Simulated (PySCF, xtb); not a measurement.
BrH₃O₃Sn, SMILES [Br][Sn]([OH])([OH])[OH]. The values are those of a single conformer.

Harmonic wavenumbers (cm⁻¹) from GFN2-xTB (xtb) at its own minimum, in rising order: 92, 94, 133, 135, 144, 166, 176, 213, 275, 425, 508, 508, 807, 833, 836, 3611, 3617, 3623.

**Question.** What does r2SCAN-D4/def2-SVP (PySCF) give at its own minimum? (An estimate is asked for; the answer gives what the named calculation found.)

**Answer.** 27, 32, 139, 139, 154, 179, 179, 186, 259, 615, 646, 646, 860, 860, 860, 3820, 3820, 3822. Paired by order, the mean absolute difference is 77 cm⁻¹ and the zero-point energies are 23.2 and 24.6 kcal/mol.
